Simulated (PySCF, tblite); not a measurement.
Isomers of CH4NOSi (doublet state). Calculated harmonic vibrations of the isolated species, GFN2-xTB (tblite), most abundant isotopes, no scaling. Against measured fundamentals such values can be off by several per cent, at times by over 20. Modes of hydrogen on silicon can be 10 to 20 % off. One conformer each. Open shells enter through the occupations alone, without spin polarisation, and single modes of such species can be off by tens of per cent.

Electronic energies: B3LYP/pcH-1 single points on the GFN2-xTB geometries (PySCF, gas phase).

| SMILES | electronic energy, lowest = 0 (kcal/mol) |
| --- | --- |
| NC(=O)[SiH2] | 10.7 |
| O=[C]N[SiH3] | 0.0 |
| O=CN[SiH2] | 0.6 |

Task: How do GFN2-xTB zero-point energies change the relative energies?

Result: 
```json
{"SMILES": "O=[C]N[SiH3]", "ZPE (kcal/mol)": "29.1", "of it from modes above 1550 cm⁻¹": "17.5", "electronic (kcal/mol)": "0.0", "with ZPE, lowest = 0 (kcal/mol)": "0.0", "lowest mode (cm⁻¹)": "17", "rings": "0"}
{"SMILES": "O=CN[SiH2]", "ZPE (kcal/mol)": "31.3", "of it from modes above 1550 cm⁻¹": "18.2", "electronic (kcal/mol)": "0.6", "with ZPE, lowest = 0 (kcal/mol)": "2.8", "lowest mode (cm⁻¹)": "131", "rings": "0"}
{"SMILES": "NC(=O)[SiH2]", "ZPE (kcal/mol)": "30.4", "of it from modes above 1550 cm⁻¹": "19.2", "electronic (kcal/mol)": "10.7", "with ZPE, lowest = 0 (kcal/mol)": "12.0", "lowest mode (cm⁻¹)": "139", "rings": "0"}
```

The zero-point energies span 2.2 kcal/mol, from `O=[C]N[SiH3]` to `O=CN[SiH2]`. The order is unchanged.

Task: And how do the electronic energies of GFN2-xTB itself compare?

Result: `O=[C]N[SiH3]` 5.2; `O=CN[SiH2]` 0.0; `NC(=O)[SiH2]` 20.6 kcal/mol, lowest = 0. Against the energies above, taken from the same isomer `O=[C]N[SiH3]`, the largest difference is 5.8 kcal/mol.
